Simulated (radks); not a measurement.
The numbers below are computed, except where a source is named.
All-electron atom: Hf III in [Xe] 4f14 5d2. Level of theory: Dirac Kohn-Sham, LDA (Slater exchange, Perdew-Wang correlation), spin-unpolarised, spherical densities, finite nucleus; open shells fill j = l - 1/2 first; Fermi nuclear charge, rms radius 5.347 fm (a radial shooting solver on a logarithmic mesh with Libxc functionals).

Normalised radial functions P(r) = r R(r) (large component), r in bohr:

r,5p3/2,4f5/2
0.001452,0.0018,0.0000
0.001952,0.0032,0.0000
0.002604,0.0054,0.0000
0.003501,0.0093,0.0000
0.004707,0.0157,0.0000
0.006328,0.0262,0.0000
0.00844,0.0422,0.0000
0.01135,0.0670,0.0001
0.01526,0.1022,0.0004
0.02051,0.1476,0.0010
0.02758,0.1968,0.0028
0.03678,0.2318,0.0075
0.04945,0.2243,0.0194
0.06649,0.1365,0.0479
0.08939,-0.0428,0.1099
0.1192,-0.2459,0.2265
0.1603,-0.3337,0.4278
0.2155,-0.1508,0.7093
0.2898,0.2432,1.0097
0.3865,0.4976,1.2066
0.5196,0.2951,1.2123
0.6986,-0.2976,1.0247
0.9392,-0.8389,0.7366
1.253,-0.9773,0.4587
1.684,-0.7378,0.2391
2.264,-0.3783,0.1026
3.044,-0.1266,0.0340
4.06,-0.0262,0.0082
5.459,-0.0026,0.0011
7.34,-0.0001,0.0001

5p3/2: eigenvalue -48.443 eV, 3 radial nodes at r = 0.0841, 0.243, 0.609 bohr, <r> = 1.37 bohr, 90 % of the charge inside 2.02 bohr. 4f5/2: eigenvalue -32.917 eV, 0 radial nodes, <r> = 0.670 bohr, 90 % of the charge inside 1.14 bohr.
